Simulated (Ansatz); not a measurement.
Pb₂S₅. The state is a triplet with charge 0. Geometry PBE-D4/def2-SVPD, that of the charge -1 doublet; atoms count from 1.

```xyz
7

Pb   -1.586   -0.890   -1.184
Pb    0.649   -0.085    2.069
S    -1.049    1.776   -0.997
S    -1.402   -1.458    1.324
S     1.073   -0.971   -1.776
S     0.095    2.189    0.671
S     2.219   -0.561   -0.108
```

In the def2 sets Pb takes a core potential; there is no spin–orbit coupling. The structure comes from a short search, and lower isomers may exist.

**Question.** Estimate the Mulliken populations from the PBE0/def2-SVP orbitals of Ansatz.

**Answer.** 
```
atom  charge (e)  spin (α − β)
 Pb1        0.54         -0.04
 Pb2        0.54         -0.04
  S3       -0.14          0.52
  S4       -0.52          0.00
  S5       -0.14          0.52
  S6       -0.14          0.52
  S7       -0.14          0.52
```
Mulliken values and Mayer orders depend strongly on the basis.

**Question.** Where does the spin sit?

**Answer.** Summed by element: Pb -0.09, S 2.09, of 2 unpaired in all. Largest on single atoms: S3 0.52, S5 0.52, S7 0.52.

**Question.** And the Mayer bond orders between bonded heavy atoms (over 0.3)?

**Answer.** Pb1–S3 0.55 (2.73 Å); Pb1–S4 1.04 (2.58 Å); Pb1–S5 0.55 (2.73 Å); Pb2–S4 1.04 (2.58 Å); Pb2–S6 0.55 (2.73 Å); Pb2–S7 0.55 (2.73 Å); S3–S6 1.44 (2.06 Å); S5–S7 1.44 (2.06 Å).
